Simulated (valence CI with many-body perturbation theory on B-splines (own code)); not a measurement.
Sb XLV: E2, E3, M1, M2 decay

Level of theory: valence CI with perturbative core correlation (CI+MBPT): five valence electrons over a frozen Dirac-Fock core [He], a basis of 11 s, 11 p, 10 d, 8 f, 5 g, 2 h functions for each j, with the one-electron correlation potential Σ1 (screened to all orders), the two-electron term Σ2, the three-electron term Σ3, Breit, model QED; selected single and double excitations, second order for the rest, scaled by the run's own slope (own B-spline code, finite nucleus).

The last digits are not significant, and no measured levels were compared; by estimate large intervals hold to a few tenths of a per cent, small ones and those within an open d or f shell to about a per cent. Among the levels kept, up to 7200 cm⁻¹ of a level comes from second order outside the variational space, and about a tenth of that is noise between levels of different J, which matters for small intervals.

Lines 1 to 50 of 71 in falling wavelength, among levels below 5162.9 eV, chosen from the decays that carry over 1 % of a level's rate. Wavelengths and rates use the calculated energies. Electric multipoles are in the length gauge with retardation, E1 and E2 with the static RPA response of the core. M1 uses the relativistic operator with retardation. Weak lines are less certain than strong ones. Lines between different terms over intervals too small for the method are left out, as are lines whose strength nearly cancels.

Levels are named by their leading jj configuration (3d3/2^4 stands for four electrons in 3d with j = 3/2), which in mixed levels can hold well under half, so a name can repeat and another be missing. Letters in brackets count levels of one name in rising energy.

| λ vac (Å) | Upper | Lower | Type | A (s⁻¹) | Branch % |
| --- | --- | --- | --- | --- | --- |
| 50.21 | (2s^2 2p1/2 2p3/2^2) J=3/2 | (2s^2 2p1/2^2 2p3/2) J=3/2 | M1 | 1.56e+08 | 100.0 |
| 49.98 | (2s^2 2p3/2^3) J=3/2 | (2s^2 2p1/2 2p3/2^2) J=1/2 | M1 | 3.80e+07 | 11.4 |
| 46.59 | (2s^2 2p1/2 2p3/2^2) J=5/2 | (2s^2 2p1/2^2 2p3/2) J=3/2 | M1 | 2.68e+07 | 99.2 |
| 44.83 | (2s^2 2p3/2^3) J=3/2 | (2s^2 2p1/2 2p3/2^2) J=5/2 | M1 | 5.12e+07 | 15.4 |
| 42.09 | (2s^2 2p1/2 2p3/2^2) J=1/2 | (2s^2 2p1/2^2 2p3/2) J=3/2 | M1 | 1.09e+08 | 99.8 |
| 41.93 | (2s^2 2p3/2^3) J=3/2 | (2s^2 2p1/2 2p3/2^2) J=3/2 | M1 | 2.13e+08 | 64.1 |
| 3.266 | (2s^2 2p1/2 2p3/2 3d5/2) J=9/2 | (2s 2p1/2 2p3/2^3) J=5/2 | E2 | 4.83e+08 | 2.8 |
| 3.079 | (2s 2p1/2 2p3/2^2 3p1/2) J=7/2 | (2s 2p1/2 2p3/2^3) J=3/2 [b] | E2 | 1.90e+10 | 1.3 |
| 3.053 | (2s^2 2p3/2^2 3d5/2) J=9/2 | (2s 2p1/2 2p3/2^3) J=5/2 | E2 | 6.61e+08 | 3.7 |
| 3.046 | (2s 2p1/2 2p3/2^2 3p1/2) J=7/2 | (2s 2p1/2 2p3/2^3) J=5/2 | E2 | 1.06e+11 | 7.5 |
| 3.045 | (2s^2 2p1/2 2p3/2 3p1/2) J=3/2 [a] | (2s^2 2p1/2 2p3/2^2) J=1/2 | E2 | 2.63e+10 | 9.5 |
| 3.037 | (2s^2 2p1/2 2p3/2 3p1/2) J=5/2 | (2s^2 2p1/2 2p3/2^2) J=1/2 | E2 | 4.63e+10 | 12.4 |
| 3.028 | (2s^2 2p1/2 2p3/2 3p1/2) J=1/2 | (2s^2 2p1/2 2p3/2^2) J=5/2 | E2 | 5.81e+10 | 19.4 |
| 3.020 | (2s^2 2p1/2 2p3/2 3p1/2) J=3/2 [b] | (2s^2 2p1/2 2p3/2^2) J=1/2 | E2 | 1.82e+10 | 1.4 |
| 3.017 | (2s^2 2p1/2^2 3p1/2) J=1/2 | (2s^2 2p1/2^2 2p3/2) J=3/2 | E2 | 2.57e+11 | 66.8 |
| 3.016 | (2s^2 2p3/2^2 3p1/2) J=3/2 | (2s^2 2p3/2^3) J=3/2 | E2 | 5.41e+10 | 4.2 |
| 3.016 | (2s^2 2p1/2 2p3/2 3p1/2) J=5/2 | (2s^2 2p1/2 2p3/2^2) J=5/2 | E2 | 1.48e+11 | 39.5 |
| 3.014 | (2s^2 2p1/2 2p3/2 3p1/2) J=1/2 | (2s^2 2p1/2 2p3/2^2) J=3/2 | E2 | 8.58e+10 | 28.6 |
| 3.014 | (2s^2 2p3/2^2 3p1/2) J=5/2 | (2s^2 2p3/2^3) J=3/2 | E2 | 1.75e+11 | 32.3 |
| 3.010 | (2s^2 2p1/2 2p3/2 3p1/2) J=3/2 [a] | (2s^2 2p1/2 2p3/2^2) J=3/2 | E2 | 1.63e+11 | 59.0 |
| 3.002 | (2s^2 2p1/2 2p3/2 3p1/2) J=5/2 | (2s^2 2p1/2 2p3/2^2) J=3/2 | E2 | 3.63e+10 | 9.7 |
| 2.999 | (2s^2 2p1/2 2p3/2 3p1/2) J=3/2 [b] | (2s^2 2p1/2 2p3/2^2) J=5/2 | E2 | 1.46e+11 | 11.1 |
| 2.993 | (2s 2p1/2 2p3/2^2 3p3/2) J=9/2 | (2s 2p1/2 2p3/2^3) J=5/2 | E2 | 3.62e+10 | 10.7 |
| 2.989 | (2s^2 2p3/2^2 3p1/2) J=1/2 | (2s^2 2p3/2^3) J=3/2 | E2 | 1.66e+11 | 20.0 |
| 2.985 | (2s^2 2p1/2 2p3/2 3p3/2) J=3/2 [a] | (2s^2 2p1/2 2p3/2^2) J=1/2 | E2 | 9.94e+09 | 2.1 |
| 2.976 | (2s 2p1/2^2 2p3/2 3p3/2) J=7/2 | (2s 2p1/2^2 2p3/2^2) J=5/2 | E2 | 7.32e+10 | 5.4 |
| 2.973 | (2s^2 2p1/2 2p3/2 3p3/2) J=5/2 [a] | (2s^2 2p1/2 2p3/2^2) J=5/2 | E2 | 1.70e+10 | 1.0 |
| 2.969 | (2s^2 2p1/2 2p3/2 3p3/2) J=1/2 [a] | (2s^2 2p1/2 2p3/2^2) J=5/2 | E2 | 2.17e+10 | 4.1 |
| 2.969 | (2s 2p1/2^2 2p3/2 3p3/2) J=1/2 [b] | (2s 2p1/2^2 2p3/2^2) J=3/2 | E2 | 1.36e+11 | 3.4 |
| 2.968 | (2s^2 2p3/2^2 3p3/2) J=1/2 | (2s^2 2p3/2^3) J=3/2 | E2 | 1.84e+10 | 2.4 |
| 2.965 | (2s^2 2p1/2 2p3/2 3p3/2) J=3/2 [a] | (2s^2 2p1/2 2p3/2^2) J=5/2 | E2 | 4.94e+10 | 10.2 |
| 2.960 | (2s^2 2p1/2 2p3/2 3p3/2) J=7/2 | (2s^2 2p1/2 2p3/2^2) J=5/2 | E2 | 8.59e+10 | 24.8 |
| 2.959 | (2s^2 2p1/2 2p3/2 3p3/2) J=5/2 [a] | (2s^2 2p1/2 2p3/2^2) J=3/2 | E2 | 7.05e+10 | 4.3 |
| 2.956 | (2s^2 2p1/2^2 3p3/2) J=3/2 | (2s^2 2p1/2^2 2p3/2) J=3/2 | E2 | 1.30e+11 | 31.4 |
| 2.955 | (2s^2 2p1/2 2p3/2 3p3/2) J=1/2 [a] | (2s^2 2p1/2 2p3/2^2) J=3/2 | E2 | 8.59e+10 | 16.3 |
| 2.951 | (2s^2 2p1/2 2p3/2 3p3/2) J=3/2 [a] | (2s^2 2p1/2 2p3/2^2) J=3/2 | E2 | 3.23e+10 | 6.7 |
| 2.947 | (2s^2 2p1/2 2p3/2 3p3/2) J=7/2 | (2s^2 2p1/2 2p3/2^2) J=3/2 | E2 | 9.95e+09 | 2.9 |
| 2.946 | (2s^2 2p3/2^2 3p3/2) J=3/2 [a] | (2s^2 2p3/2^3) J=3/2 | E2 | 1.60e+11 | 2.0 |
| 2.940 | (2s^2 2p1/2 2p3/2 3p3/2) J=1/2 [b] | (2s^2 2p1/2 2p3/2^2) J=5/2 | E2 | 1.81e+11 | 5.5 |
| 2.927 | (2s^2 2p1/2 2p3/2 3p3/2) J=1/2 [b] | (2s^2 2p1/2 2p3/2^2) J=3/2 | E2 | 8.99e+10 | 2.7 |
| 2.923 | (2s 2p1/2^2 2p3/2 3p3/2) J=1/2 [b] | (2s 2p1/2^2 2p3/2^2) J=5/2 | E2 | 4.88e+10 | 1.2 |
| 2.918 | (2s 2p1/2^2 2p3/2 3d5/2) J=9/2 | (2s 2p1/2^2 2p3/2^2) J=5/2 | M2 | 3.35e+09 | 14.1 |
| 2.899 | (2s^2 2p1/2 2p3/2 3d5/2) J=9/2 | (2s^2 2p1/2 2p3/2^2) J=5/2 | M2 | 3.23e+09 | 18.6 |
| 2.899 | (2s^2 2p1/2 2p3/2 3d5/2) J=9/2 | (2s^2 2p1/2 2p3/2^2) J=5/2 | E3 | 1.84e+08 | 1.1 |
| 2.845 | (2s^2 2p3/2^2 3d5/2) J=9/2 | (2s 2p1/2^2 2p3/2^2) J=5/2 | E2 | 1.60e+09 | 9.0 |
| 2.798 | (2s 2p1/2^2 2p3/2 3d5/2) J=9/2 | (2s^2 2p1/2 2p3/2^2) J=5/2 | E2 | 1.12e+09 | 4.7 |
| 2.795 | (2s^2 2p1/2 2p3/2 3p3/2) J=5/2 [a] | (2s^2 2p1/2^2 2p3/2) J=3/2 | E2 | 2.64e+10 | 1.6 |
| 2.792 | (2s 2p1/2 2p3/2^2 3p3/2) J=9/2 | (2s 2p1/2^2 2p3/2^2) J=5/2 | E2 | 1.40e+11 | 41.3 |
| 2.791 | (2s^2 2p1/2 2p3/2 3p3/2) J=1/2 [a] | (2s^2 2p1/2^2 2p3/2) J=3/2 | E2 | 4.84e+10 | 9.2 |
| 2.787 | (2s^2 2p1/2 2p3/2 3p3/2) J=3/2 [a] | (2s^2 2p1/2^2 2p3/2) J=3/2 | E2 | 1.08e+11 | 22.4 |
